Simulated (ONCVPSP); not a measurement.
# technetium (Tc): excitation energies, all-electron against ONCV

```json
{
 "Element": "Tc",
 "Generator": "ONCVPSP 4.0.1",
 "Type": "optimised norm-conserving Vanderbilt (ONCV)",
 "Functional": "PBEsol",
 "Relativity": "scalar-relativistic",
 "Frozen core": "[Kr]",
 "Valence charge": "7",
 "Reference configuration": "4d5 5s2",
 "Partial waves": "5s: rc 3.00 bohr, ncon 5, nbas 10, qcut 2.2 1/bohr, 2 projectors, debl 1.5 Ha; p scattering state at 0.46 Ha: rc 2.40 bohr, ncon 4, nbas 7, qcut 3.5 1/bohr, 2 projectors, debl 2.6 Ha; 4d: rc 2.15 bohr, ncon 4, nbas 9, qcut 6.5 1/bohr, 2 projectors, debl 2.1 Ha",
 "Local potential": "polynomial inside 1.60 bohr (lpopt 5, dvloc0 6 Ha)",
 "Core correction": "polynomial model core, fcfact 0.55"
}
```

Energies are relative to the spin-unpolarised reference configuration 4d5 5s2; without spin polarisation the order of configurations can differ from experiment.

Q: Give the all-electron excitation energy and the error of the potential for: 4d5 5s1; 4d5 5s0; 4d4 5s0; 4d3 5s0.

A:

| valence configuration | charge | ΔE all-electron (eV) | error AE − PS (meV) |
| --- | --- | --- | --- |
| 4d5 5s1 | +1 | 8.196 | -7.5 |
| 4d5 5s0 | +2 | 23.037 | -43 |
| 4d4 5s0 | +3 | 51.728 | -159 |
| 4d3 5s0 | +4 | 93.738 | -631 |

Levels in the configuration 4d4 5s0:

```
level  all-electron (eV)  pseudo (eV)
   4d            -35.133      -35.396
```

Note: no bound ghost flagged; GHOST(+) flagged for s at 59.5 eV, p at 112.6 eV.
